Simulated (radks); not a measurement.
Q: The caesium ion Cs+, [Xe]. All-electron calculation, non-relativistic Kohn-Sham, PBE, spin-polarised, spherical densities, point nucleus. Program: a radial shooting solver on a logarithmic mesh with Libxc functionals. Every spin shell is full or empty, so the densities are truly spherical. Functionals are evaluated on that one density, not self-consistently. Rank these orbital-free kinetic functionals by their error against the exact value of the orbitals, and give that value: Thomas-Fermi, von Weizsacker, TF + vW, TF + vW/5, revAPBEK, Thakkar, Pearson, LKT, PG1, DePristo-Kress, Ernzerhof.

A: Exact: 7553.29 hartree. From best to worst, with 100 (|E| - |E exact|)/|E exact| (equal figures are ties): DePristo-Kress -0.13, revAPBEK +0.26, Ernzerhof -0.43, Thakkar -0.63, Pearson -0.91, TF + vW/5 +2.89, Thomas-Fermi -5.17, PG1 +14.49, LKT +18.48, TF + vW +35.11, von Weizsacker -59.72.
